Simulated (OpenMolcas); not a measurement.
# Tb2+: the spin-orbit constant, worked from levels

```json
{
  "Program": "OpenMolcas",
  "Basis": "ANO-RCC-VQZP [9s8p6d4f3g2h]",
  "Scalar Hamiltonian": "DKH2, point nucleus",
  "Active space": "9 electrons in 7 orbitals (4f)",
  "State averaging": "2S+1 = 6 odd, 21 roots; 2S+1 = 4 odd, 224 roots (128 in the spin-orbit step); 2S+1 = 2 odd, 249 roots kept (CI in the orbitals of an earlier block, 143 in the spin-orbit step)",
  "Spin-orbit coupling": "RASSI with atomic mean-field integrals over the reference wave functions, term energies averaged over their components"
}
```

Methods: CASSCF; MS-CASPT2, IPEA 0.25 Eh, imaginary shift 0.1 Eh (closed shells correlated: 5s 5p). Measured levels: Martin, Zalubas and Hagan, Atomic Energy Levels: The Rare-Earth Elements, NSRDS-NBS 60 (1978).

**The spin-orbit constant.** For the Hund term ⁶H° of f9, E(J) = (A/2) J(J+1) + constant and ζ = -2S·A = -5A. From J = 5/2 to J = 15/2 the energy changes by 27.5 A.

```json
{"Source": "CASSCF", "E(15/2) - E(5/2)": "-8941.6", "A": "-325.1", "ζ": "1626"}
{"Source": "MS-CASPT2", "E(15/2) - E(5/2)": "-8868.5", "A": "-322.5", "ζ": "1612"}
{"Source": "measured", "E(15/2) - E(5/2)": "-8285.9", "A": "-301.3", "ζ": "1507"}
```

All in cm-1. MS-CASPT2 is off by +7.0 % and CASSCF by +7.9 %. Both methods take the spin-orbit matrix elements from the reference wave functions, so the second can move ζ only through the term energies and any multistate remixing. Second-order mixing with other terms is absorbed into this ζ.

CASPT2 breaks the degeneracy within a term, and the mean is taken; among the terms shown or strongly mixed into the levels shown the widest spread is 270 cm-1 (4f⁹ ⁶H°, MS-CASPT2). High states are left out of the spin-orbit mixing, which shifts the levels that they would mix with. Without dynamic correlation excited terms often stand tens of per cent too high (terms of higher spin than the ground term too low), and those without a measured partner can miss by more than the paired ones (holds for CASSCF). Blocks of more than 70 roots (2S+1 = 4 odd, 2 odd) ran without multistate coupling (holds for MS-CASPT2). Computed and measured levels are paired by configuration, term and J; levels that our copy of the source lacks, or whose pairing is in doubt (as where it misses far off the trend of its configuration), stay unpaired and out of the deviations. Levels of configurations outside the active space are missing.

° marks odd parity.
